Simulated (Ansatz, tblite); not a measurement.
Cost and result up the ladder for [GaFH3]- (GaH3F⁻) (5 atoms). Total charge -1; singlet. Geometry: r2SCAN-D4/def2-TZVPD.

```xyz
5

Ga   -0.042   -0.053    0.076
F     0.718    0.909   -1.310
H     0.160   -1.608   -0.295
H    -1.594    0.376    0.121
H     0.758    0.375    1.408
```

Ansatz on 4 threads of Arm Neoverse V2 on a shared host; xTB runs through tblite on one thread. Times are rough, summed over both states, and most runs start from the orbitals of an earlier one. CCSD(T)/def2-TZVPPD serves as the yardstick here, not as an exact answer. The other state is a doublet.

The xTB rows come from tblite. Correlated methods freeze 10 core orbitals; core or outer-core shells of Ga are correlated, in sets that lack core-valence functions. HOMO above LUMO, or a gap near zero within one spin, warns that the state may not be the lowest or that an electron is smeared out.

Run but left out: PBE-D4/def2-TZVPD (neutral doublet: an occupied level 0.23 eV above an empty one).

Correlated methods converge slowly with the basis.

Raw xTB energies of ions are shifted by several eV.

| level | functions | vertical IE (eV) | difference from CCSD(T)/def2-TZVPPD (eV) | remarks |
| --- | --- | --- | --- | --- |
| r2SCAN-D4/def2-TZVPD (with forces) | 121 | 4.46 | -0.51 | gap within one spin near zero (doublet) |
| GFN1-xTB | 19 | 9.40 | 4.42 | – |
| CCSD(T)/def2-TZVPPD | 145 | 4.98 | 0.00 | – |
| GFN2-xTB | 16 | 9.18 | 4.20 | – |

Task: Estimate how long each takes.

Result: GFN2-xTB 0.002 s; GFN1-xTB 0.004 s; r2SCAN-D4/def2-TZVPD (with forces) 6.3 s; CCSD(T)/def2-TZVPPD 51 s. On shared hardware such times vary by a factor of up to 3.
